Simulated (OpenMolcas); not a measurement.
**Lines of Ge I: computed and rescaled rates**

| Quantity | Value |
| --- | --- |
| Program | OpenMolcas |
| Method | CASSCF |
| Basis | ANO-RCC [10s9p8d5f2g] |
| Scalar Hamiltonian | DKH2, point nucleus |
| Active space | 4 electrons in 8 orbitals (4s 4p 5s 5p) |
| State averaging | 2S+1 = 3 even, 3 roots; 2S+1 = 1 even, 6 roots; 2S+1 = 5 odd, 1 root; 2S+1 = 3 odd, 5 roots |
| Spin-orbit coupling | RASSI with atomic mean-field integrals over the reference wave functions, term energies averaged over their components |

Rates come from the transition moments of the reference wave functions (E1 and E2 in the length form). At fixed line strength A goes as λ^-3 for E1 and M1 and as λ^-5 for E2, so a rate at the computed wavelength can be rescaled to the measured one. Measured vacuum wavelengths follow from level energies in NIST Handbook of Basic Atomic Spectroscopic Data. Branching counts decays inside the model space alone, at computed energies, and the table is only a selection of the E2 and M1 lines, drawn from those between levels with measured partners whose computed energy lies within a factor of 1.5 of the measured one.

```
      Upper        Lower  Type  λ computed (nm)  λ measured (nm)  A computed (s-1)  A rescaled (s-1)  Branching %
4s² 4p² ¹S₀  4s² 4p² ³P₁    M1            667.7            632.5          9.06e-01                           77.6
4s² 4p² ¹S₀  4s² 4p² ¹D₂    E2             1529             1082          2.45e-01          1.38e+00         21.0
4s² 4p² ¹D₂  4s² 4p² ³P₂    M1             1296             1750          8.85e-02                           68.1
4s² 4p² ¹D₂  4s² 4p² ³P₁    M1             1185             1522          3.88e-02                           29.8
4s² 4p² ¹S₀  4s² 4p² ³P₂    E2            701.6            668.6          1.64e-02                            1.4
4s² 4p² ³P₂  4s² 4p² ³P₁    M1            13830            11730          5.10e-03          8.36e-03        100.0
4s² 4p² ¹D₂  4s² 4p² ³P₂    E2             1296             1750          1.94e-03                            1.5
4s² 4p² ³P₁  4s² 4p² ³P₀    M1            21890            17950          1.71e-03          3.10e-03        100.0
```

Spin-changing lines and M1 lines between different terms are not rescaled, since their strength hangs on the term gaps too.

The largest correction is for 4s² 4p² ¹S₀ → 4s² 4p² ¹D₂ (E2): 2.45e-01 × (1529 / 1082)^5 = 1.38e+00 s-1, a factor of 5.64.

No measured rate stands beside these. Rescaling mends the energy factor alone: line strengths can still be far off where a level mixes with configurations outside the active space, and weak or spin-changing lines hang on small mixing coefficients that depend on the term gaps too, so rescaling need not improve them.

Without dynamic correlation excited terms often stand tens of per cent too high (terms of higher spin than the ground term too low), and those without a measured partner can miss by more than the paired ones. Active for correlation alone: 5p 5s; no level in the range computed is led by a configuration that fills them, so any true level of that kind is missing. Computed and measured levels are paired by configuration, term and J; levels that our copy of the source lacks, or whose pairing is in doubt (as where it misses far off the trend of its configuration), stay unpaired. Levels of configurations outside the active space are missing.
